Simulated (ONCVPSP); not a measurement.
## PBE ONCV dataset for oxygen, scalar-relativistic all-electron reference.

```json
{
  "Element": "O",
  "Generator": "ONCVPSP 4.0.1",
  "Type": "optimised norm-conserving Vanderbilt (ONCV)",
  "Functional": "PBE",
  "Relativity": "scalar-relativistic",
  "Frozen core": "[He]",
  "Valence charge": "6",
  "Reference configuration": "2s2 2p3 (charge +1)",
  "Partial waves": "2s: rc 0.65 bohr, ncon 4, nbas 8, qcut 8.3 1/bohr, 2 projectors, debl 3.5 Ha; 2p: rc 1.30 bohr, ncon 3, nbas 8, qcut 11 1/bohr, 2 projectors, debl 1.2 Ha",
  "Local potential": "polynomial inside 0.50 bohr (lpopt 5, dvloc0 0 Ha)",
  "Core correction": "Teter function, fcfact 5.5, rcfact 1.75"
}
```

(1) Estimate the cutoffs (Ha) at which the residual kinetic energy of the hardest occupied pseudo-wave falls to 1 and 0.1 mHa per electron.

(2) Does the potential have ghost states?

(3) Which valence shell sets the plane-wave cutoff?

(4) Tests: 2s2 2p4; 2s2 2p2; 2s2 2p1; 2s1 2p4. Which has the largest error in its energy relative to the reference configuration, and how large is it?

Answers

(1) 47 Ha and 157 Ha.

(2) No bound ghost flagged; GHOST(+) flagged for s at 500.2 eV.

(3) 2s: 47 Ha for 1 mHa per electron, against 38 Ha for 2p.

(4) 2s2 2p1, with +254 meV (all-electron minus pseudo) on +87.45 eV.
